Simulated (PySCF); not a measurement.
FH3S3Ti, multiplicity 1. Atoms are numbered in the order given.

```xyz
8

Ti     0.2287    -0.2478    -0.0276
F      1.3593    -1.5580    -0.0268
S      0.9428     1.5584     1.1176
H      1.3099     0.7505     2.1456
S     -0.1983     0.4936    -2.1192
H     -1.4041     0.9250    -1.6736
S     -1.7125    -0.8130     1.0007
H     -1.6829    -2.0256     0.3902
```

The structure is a stationary point at PBE0-D3(BJ)/def2-SVP. The multiplicity is an assumed one; no other spin state was optimised. The structure was generated by enumeration; whether it is a known compound was not checked. The values are those of a single conformer.

Method: PBE/def2-TZVP run with PySCF.

ESP charges are fitted to the potential on shells at 1.4 to 2.0 van der Waals radii. Atomic charges (e):

```tsv
atom	Mulliken	ESP fit
Ti1	(withheld)	0.55
F2	(withheld)	-0.24
S3	(withheld)	-0.26
H4	(withheld)	0.17
S5	(withheld)	-0.23
H6	(withheld)	0.15
S7	(withheld)	-0.32
H8	(withheld)	0.17
```

What belongs in the gaps? (Estimate from the structure and the level; the computed values follow.)


- Ti1, Mulliken: 0.87
- F2, Mulliken: -0.37
- S3, Mulliken: -0.34
- H4, Mulliken: 0.18
- S5, Mulliken: -0.36
- H6, Mulliken: 0.20
- S7, Mulliken: -0.36
- H8, Mulliken: 0.18
